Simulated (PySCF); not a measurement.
`[SiH3]N[Si@@H]([SiH3])[SiH2]P`: 4 charge schemes on one density

Species: H12NPSi4.
Cartesian coordinates in Å at the GFN2-xTB level; atoms count from 1:
```
atom  x, y, z in Å
Si1   -2.3216   -1.2787   -0.5187
N2    -0.6039   -1.0538   -0.5748
Si3    0.4688   -0.5301    0.7008
Si4    2.6091   -1.0250   -0.0561
Si5    0.0318    1.7091    1.2457
P6    -0.5096    2.9799   -0.5255
H7    -2.5928   -2.1749    0.6012
H8    -2.6863   -1.8574   -1.8101
H9    -3.0134    0.0005   -0.3105
H10   -0.2270   -0.9913   -1.5069
H11    0.0576   -1.3706    1.8436
H12    3.6096   -0.4491    0.8454
H13    2.9199   -2.4528   -0.1682
H14    2.8811   -0.4622   -1.3866
H15    1.2160    2.3805    1.8078
H16   -1.0596    1.9737    2.1965
H17    0.5621    2.5662   -1.2982
H18   -1.3506    2.0423   -1.0972
```

Density: PBE0/pcSseg-1 (PySCF); schemes: Mulliken, IAO, Hirshfeld and ESP-fitted. The structure is a single GFN2-xTB conformer in the gas phase; no vibrational or solvent corrections.

**Question.** Atoms with like bonding are taken together and averaged. Do the Mulliken, IAO, Hirshfeld and ESP-fitted schemes agree on where the charge is highest?

**Answer.** The schemes don't all agree: Mulliken Si1 (+0.631); IAO Si1 (+0.750); Hirshfeld Si1 (+0.351); ESP-fitted Si5 (+0.385).

**Question.** At which atom do the 4 schemes differ most?

**Answer.** At N2: from -0.928 (IAO) to -0.331 e (Hirshfeld), 0.597 e apart.

**Question.** Give the atomic charges in each scheme.

**Answer.** In e; atoms taken as equivalent share a row and are averaged (×n: the atom named and its like, n in all):

| atom | environment | Mulliken | IAO | Hirshfeld | ESP-fitted |
| --- | --- | --- | --- | --- | --- |
| Si1 | SiH3 silicon | +0.631 | +0.750 | +0.351 | +0.359 |
| N2 | nitrogen bridging silicon atoms | -0.838 | -0.928 | -0.331 | -0.555 |
| Si3 | SiH silicon | +0.291 | +0.464 | +0.222 | +0.019 |
| Si4 | SiH3 silicon | +0.195 | +0.283 | +0.214 | +0.301 |
| Si5 | SiH2 silicon | +0.122 | +0.231 | +0.171 | +0.385 |
| P6 | three-coordinate phosphorus | -0.190 | -0.072 | -0.019 | -0.377 |
| H7/H8/H9 | Si–H hydrogen | -0.103 | -0.137 | -0.080 | -0.069 |
| H10 | N–H hydrogen | +0.227 | +0.265 | +0.110 | +0.303 |
| H11 | Si–H hydrogen | -0.024 | -0.104 | -0.079 | -0.020 |
| H12/H13/H14 | Si–H hydrogen | -0.054 | -0.094 | -0.072 | -0.087 |
| H15 | Si–H hydrogen | -0.027 | -0.092 | -0.080 | -0.104 |
| H16 | Si–H hydrogen | -0.014 | -0.084 | -0.073 | -0.084 |
| H17/H18 | P–H hydrogen | +0.049 | -0.010 | -0.014 | +0.119 |

Mean size of the charges over all atoms: IAO 0.221 e, ESP-fitted 0.178 e, Mulliken 0.174 e, Hirshfeld 0.119 e. Each set sums to the total charge, 0, to within 0.001 e. The Hirshfeld scheme divides the density at each point in proportion to the densities of the neutral, spherically averaged free atoms. The ESP scheme fits charges at the nuclei, held to the total charge, to the electrostatic potential on points at 1.4 to 2.0 times the van der Waals radii.

Some averages cover members that differ in this geometry: H7/H8/H9, IAO -0.156 to -0.123 e.

**Question.** How closely do the schemes follow one another over all atoms?

**Answer.** Correlation coefficient and root-mean-square difference: Mulliken with IAO 0.98, 0.081 e; IAO with Hirshfeld 0.97, 0.186 e; Mulliken with Hirshfeld 0.91, 0.150 e; Mulliken with ESP-fitted 0.85, 0.144 e; Hirshfeld with ESP-fitted 0.82, 0.140 e; IAO with ESP-fitted 0.82, 0.192 e.

**Question.** How many electrons does the ESP-fitted scheme count on P6?

**Answer.** Z − q = 15 − (-0.377) = 15.377.
